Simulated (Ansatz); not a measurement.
```xyz
10

N     1.9909   -0.3769    0.4697
Ga    0.4710    0.5833    0.2287
C    -0.9529   -0.1621   -0.9105
S    -2.2983   -0.5599    0.2520
H     2.1676   -1.2713    0.0454
H     2.7051   -0.1320    1.1338
H     0.3007    1.9234    1.0148
H    -0.6480   -1.1219   -1.3309
H    -1.3202    0.4644   -1.7224
H    -2.4159    0.6530    0.8193
```

Total charge 0; spin multiplicity 1.

List the CAM-B3LYP/def2-TZVPP orbital energies in eV (the Gaussian-basis code of Ansatz). (Best estimate.)

Computed: Occupied: -10139.18, -2419.81, -1250.83, -1108.14, -1108.02, -1108.01, -390.82, -279.25, -217.81, -162.41, -162.32, -162.16, -151.19, -104.70, -104.41, -104.40, -25.32, -24.50, -24.39, -24.35, -24.30, -23.66, -23.17, -19.20, -14.84, -14.50, -13.90, -12.38, -11.91, -10.60, -9.76, -8.85, -7.86. Lowest empty: 0.45, 1.27, 1.51, 2.53, 2.95, 3.04, 3.49, 4.17.
